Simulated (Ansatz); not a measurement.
System: C3H4Cl, net charge -1, singlet state. It need not be the lowest isomer of its formula. Whether it binds its extra electron was not tested at this geometry. 
Geometry from a B3LYP-D3(BJ)/def2-TZVP (Ansatz, a quantum-chemistry and plane-wave program) optimisation:
```
C
C 1 1.3789
H 2 1.0835 1 120.60
H 2 1.0860 3 116.95 1 -170.71
H 1 1.0917 2 115.69 3 9.29
C 1 1.3963 5 114.07 2 176.48
H 6 1.0841 1 121.35 5 161.52
Cl 6 1.8335 7 107.97 1 138.12
```
Charge -1, spin multiplicity 1.

Basis-set convergence of Hartree-Fock and MP2 correlation energies (hartree) with Ansatz. Valence correlation only, unless marked. Spin-orbit coupling is left out. No relativistic terms. This anion needs diffuse functions, which these sets lack.

| basis | functions | E(HF) | E(corr, MP2) |
|---|---|---|---|
| cc-pV(D+d)Z | 85 | -575.36177 | -0.55426 |
| cc-pV(T+d)Z | 185 | -575.41367 | -0.70123 |
| cc-pV(Q+d)Z | 349 | ? | ? |

Some entries are withheld; supply them.


- cc-pV(Q+d)Z, E(HF): -575.42758
- cc-pV(Q+d)Z, E(corr, MP2): -0.75459
